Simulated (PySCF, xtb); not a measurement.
Al(I)(OH)(OMe) (CH₄AlIO₂), SMILES C[O][Al]([OH])[I].

xtb with GFN2-xTB at its own geometry gives an orbital gap of 3.99 eV and a dipole moment of 5.45 D.

Geometry optimised at B3LYP-D3(BJ)/def2-SVP. The structure was generated by enumeration; whether it is a known compound was not checked. The def2 effective core potentials stand for the cores of I; spin–orbit coupling is left out. One conformer was computed; it need not be the lowest.

### Question
What does PBE/def2-TZVP (PySCF) give? (An estimate is asked for; the answer gives what the named calculation found.)

### Answer
gap 4.88 eV (levels -6.62 and -1.74 eV), dipole 1.85 D.
